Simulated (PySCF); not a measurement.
## Computed properties of Si(F)2(OH)2 (F2H2O2Si), SMILES O[Si](F)(O)F

Si(F)2(OH)2 (F₂H₂O₂Si), SMILES O[Si](O)(F)F. Coordinates come from a ωB97X-D3(BJ)/def2-SVP optimisation. The values are those of a single conformer. All values are computed for the isolated molecule unless a solvent is named; none is compared with measurement here.

**Structure.** All 15 harmonic modes at ωB97X-D3(BJ)/def2-SVP (PySCF) are real, so it is a minimum. With heavy atoms numbered as in [OH:1][Si:2]([OH:3])([F:4])[F:5], the shortest bond between them is Si2–F5 at 1.605 Å and the longest O1–Si2 at 1.635 Å.

**Vibrations.** The strongest infrared lines (harmonic, unscaled, degenerate partners summed) lie at 1017 cm⁻¹ (243 km/mol, Si 49 %, O 30 %, F 15 %), 1042 cm⁻¹ (224 km/mol, Si 50 %, O 33 %, F 9 %, H 9 %), 975 cm⁻¹ (221 km/mol, Si 49 %, F 45 %). The softest mode is at 103 cm⁻¹ and the zero-point energy is 21.8 kcal/mol.

**Electronic structure.** B3LYP/def2-TZVP (PySCF) places the frontier levels at -9.85 and -0.28 eV, a gap of 9.57 eV, and gives a dipole moment of 2.48 D and a mean polarisability of 28.0 bohr³.

**Excitations.** TDA-CAM-B3LYP/def2-SVPD (PySCF) has S1 at 8.47 eV (146 nm, f = 0.004, weak); the most intense of the 10 singlets computed lies at 9.64 eV (f = 0.09). T1 (TDA) is at 8.05 eV, 0.42 eV under S1. No vertical singlet excitation falls in the visible range (under 3.1 eV).

**NMR.** GIAO shifts at PBE0/pcSseg-1 (PySCF) (non-relativistic, atoms alike by connectivity averaged): ¹H at 2.5 ppm against TMS; ²⁹Si at -80.9 ppm against TMS; ¹⁹F at -162.8 ppm against CFCl3.
